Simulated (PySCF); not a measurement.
TaSCl3, SMILES [S]=[Ta]([Cl])([Cl])[Cl], multiplicity 1. Heavy atoms are numbered as in [Ta:1](=[S:2])([Cl:3])([Cl:4])[Cl:5].

The structure is a stationary point at B3LYP-D3(BJ)/def2-SVP. The spin state was assumed, not searched. The structure was generated by enumeration; whether it is a known compound was not checked. The def2 effective core potentials stand for the cores of Ta; spin–orbit coupling is left out.

These are PBE/def2-TZVP (PySCF) values and carry that method's errors.

ESP charges are fitted to the potential on shells at 1.4 to 2.0 van der Waals radii. Atomic charges (e), one atom of each kind:

```
atom  Löwdin  ESP fit
----  ------  -------
Ta1    -0.51     0.28
S2      0.13    -0.15
Cl3     0.13    -0.04
```
